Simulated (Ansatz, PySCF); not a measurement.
Te(Br)(OMe) (CH3BrOTe), SMILES CO[Te]Br. Atoms are numbered in the order given.

```xyz
7

Te     0.2656    -0.4521     0.7535
Br    -1.2240     1.2116    -0.4800
O      1.7305    -0.6443    -0.5836
C      1.4599    -1.3657    -1.7741
H      0.7295    -0.8372    -2.4123
H      2.4140    -1.4384    -2.3207
H      1.0816    -2.3849    -1.5764
```

The structure is a stationary point at B3LYP-D3(BJ)/def2-SVP. The structure was generated by enumeration, and PubChem lists no compound with its InChIKey, so it may never have been made. The def2 effective core potentials stand for the cores of Te; spin–orbit coupling is left out. The values are those of a single conformer.

Two levels are set side by side: PBE-D3(BJ)/def2-SVP (Ansatz, a first-principles code) and B3LYP-D3(BJ)/def2-SVP (Ansatz). Each level has its own optimised geometry; the coordinates shown are those of the second. Frequencies come from the Hessian of PySCF at each geometry. Differences are taken from unrounded values.

```json
[
 {"quantity": "mean bond length (Å)", "B3LYP-D3(BJ)": "1.546", "PBE-D3(BJ)": "1.554", "PBE-D3(BJ) minus B3LYP-D3(BJ)": "0.009"},
 {"quantity": "bond Te1–Br2 (Å)", "B3LYP-D3(BJ)": "2.551", "PBE-D3(BJ)": "2.552", "PBE-D3(BJ) minus B3LYP-D3(BJ)": "0.001"},
 {"quantity": "bond Te1–O3 (Å)", "B3LYP-D3(BJ)": "1.993", "PBE-D3(BJ)": "2.012", "PBE-D3(BJ) minus B3LYP-D3(BJ)": "0.020"},
 {"quantity": "bond O3–C4 (Å)", "B3LYP-D3(BJ)": "1.418", "PBE-D3(BJ)": "1.424", "PBE-D3(BJ) minus B3LYP-D3(BJ)": "0.005"},
 {"quantity": "bond C4–H5 (Å)", "B3LYP-D3(BJ)": "1.105", "PBE-D3(BJ)": "1.113", "PBE-D3(BJ) minus B3LYP-D3(BJ)": "0.009"},
 {"quantity": "bond C4–H6 (Å)", "B3LYP-D3(BJ)": "1.102", "PBE-D3(BJ)": "1.110", "PBE-D3(BJ) minus B3LYP-D3(BJ)": "0.008"},
 {"quantity": "bond C4–H7 (Å)", "B3LYP-D3(BJ)": "1.105", "PBE-D3(BJ)": "1.113", "PBE-D3(BJ) minus B3LYP-D3(BJ)": "0.008"},
 {"quantity": "highest harmonic wavenumber (cm⁻¹)", "B3LYP-D3(BJ)": "3105", "PBE-D3(BJ)": "3041", "PBE-D3(BJ) minus B3LYP-D3(BJ)": "-64"},
 {"quantity": "mean harmonic wavenumber (cm⁻¹)", "B3LYP-D3(BJ)": "1229", "PBE-D3(BJ)": "1193", "PBE-D3(BJ) minus B3LYP-D3(BJ)": "-36"},
 {"quantity": "zero-point energy (kcal/mol)", "B3LYP-D3(BJ)": "26.36", "PBE-D3(BJ)": "25.59", "PBE-D3(BJ) minus B3LYP-D3(BJ)": "-0.77"}
]
```

GGA bonds tend to be longer and softer than those of functionals with exact exchange. Differences between two approximate levels are no errors against the true value.
